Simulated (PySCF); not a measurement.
Species: NbSeCl3 (singlet state).
Geometry (PBE0-D3(BJ)/def2-SVP, Å), atoms numbered from 1 in this order:
```
atom  x, y, z in Å
Nb1    0.0014    0.0095   -0.0231
Se2   -0.0172   -0.2368    2.2148
Cl3    2.1569    0.0716   -0.7262
Cl4   -1.1052    1.9300   -0.5062
Cl5   -1.0360   -1.7744   -0.9593
```

Computed at PBE0/pcSseg-1 (def2-TZVP on Nb) (PySCF, non-relativistic but for the core potentials past Kr), with Q(35Cl) = −0.0817 b: Cl3, 35Cl (I = 3/2): χzz = -17.15 MHz, η = 0.670; Cl4, 35Cl (I = 3/2): χzz = -17.15 MHz, η = 0.699.

Problem. Find the zero-field quadrupole resonance frequencies of 35Cl at Cl3.

Solution. From ν = (|χ|/2)√(1 + η²/3): ν = 9.192 MHz (chlorine bonded to Nb). For 37Cl the ratio of quadrupole moments, 0.7881, gives 7.244 MHz.

Problem. Where would the pure quadrupole (NQR) lines of 35Cl at Cl4 fall for the rigid, isolated species?

Solution. From ν = (|χ|/2)√(1 + η²/3): ν = 9.244 MHz (chlorine bonded to Nb). For 37Cl the ratio of quadrupole moments, 0.7881, gives 7.285 MHz.

In a crystal, neighbours and librations shift these lines. Atoms past krypton carry effective core potentials; spin–orbit coupling is left out. The calculation is non-relativistic apart from the core potentials, for selenium too. The basis is small and wasn't made for field gradients, so the couplings can be 20 % off.

These values come from a run that also computed NMR shieldings. On an Arm Neoverse V1 with one thread, on a shared host, this took 21 s of wall time.
